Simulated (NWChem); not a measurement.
Species: C3H5ClSi; SMILES C=C=C([SiH3])Cl

```xyz
10

C     -0.6449    -2.6045     0.0003
C     -0.2502    -1.3475     0.0004
C      0.0745    -0.0691     0.0005
Si    -1.2348     1.3049     0.0013
Cl     1.7729     0.4315    -0.0007
H     -0.8142    -3.1545    -0.9423
H     -0.8128    -3.1551     0.9429
H     -2.1008     1.1845    -1.2217
H     -0.5393     2.6338     0.0048
H     -2.1043     1.1795     1.2213
```
Atoms are numbered in this order, from 1.

This is a stationary point of PBE-D3(BJ)/def2-SVP (NWChem), point group Cs. 

Task: Is it a minimum? If not, what does it relax to?

Result: No. It has an imaginary frequency of 126i cm⁻¹. Following that mode (on a finer grid) lowers the energy by 1.7 kcal/mol and ends, with real frequencies alone, at point group Cs:
```xyz
10

C     -0.6408    -2.6245    -0.2093
C     -0.3055    -1.3676    -0.0028
C     -0.0233    -0.0942     0.1919
Si    -1.2645     1.3175     0.0181
Cl     1.6107     0.4200     0.6519
H     -0.5562    -3.0855    -1.2091
H     -1.0129    -3.2627     0.6114
H     -2.5986     0.7484    -0.3719
H     -0.7796     2.2756    -1.0331
H     -1.3719     2.0457     1.3282
```
